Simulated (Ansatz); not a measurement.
A run for Ansatz (an electronic-structure program): R-B3LYP/def2-TZVPPD on CH2F4 (a complex), monomers drawn apart or pushed together. Files ending in .json are basis or fitting sets from the Basis Set Exchange.

Ansatz 0.2 input:
```yaml
crystal:
  periodic: [false, false, false]
  atoms:
    - {symbol: F, position_ang: [0.25024175, 0.23257027, -0.14423264]}
    - {symbol: H, position_ang: [-0.02466204, 0.91421912, 0.42293237]}
    - {symbol: F, position_ang: [-0.21002151, 1.10133117, 3.25069024]}
    - {symbol: C, position_ang: [0.17425339, -0.07384446, 3.81547403]}
    - {symbol: F, position_ang: [-0.86562464, -0.55697139, 4.49877240]}
    - {symbol: F, position_ang: [1.16804232, 0.18887982, 4.66688344]}
    - {symbol: H, position_ang: [0.49241584, -0.76704651, 3.03819603]}
basis:
  gaussian:
    orbitals: def2-TZVPPD.json
hamiltonian:
  xc: {name: B3LYP}
scf: {lower_state_search: off}
```

It printed:

```
WARN ansatz: RAYON_NUM_THREADS=2 ignored (pool sized by the plan → 2); use --threads N
Functional definition: B3LYP
these checks for a lower state are left out or cut short: stability, starts, cluster_reference, orbital_swaps, neighbouring_geometries, increment
integrals: 0.13 GiB planned
1080 factors; their error is unknown
mean field: 1.22 GiB planned
mean field evaluation 1: about -11939.4515 eV, gradient 5.2e1 eV
mean field evaluation 2: about -11934.6842 eV, gradient 8.0e1 eV
mean field evaluation 4: about -11942.8653 eV, gradient 1.8e0 eV
mean field evaluation 8: about -11942.8680 eV, gradient 1.7e-2 eV
mean field evaluation 16: about -11942.8879 eV, gradient 4.8e-5 eV
mean field -11942.88793040 eV, -438.8930362621 hartree, gradient 5.8e-6 eV, S^2 0.000000; 0 other end points of the search recorded, 0 dependent functions left out
reference -11942.88823819 eV, -438.8930475732 hartree; 22, 22 occupied and 209, 209 virtual orbitals, 1080 factors
Total energy: -11942.88823819 eV, -438.8930475732 hartree
Checks for a lower state left out: stability, starts, cluster_reference, orbital_swaps, neighbouring_geometries, increment
```

The calculation finished and met its thresholds.

Cost: around 4 core-seconds (rough).
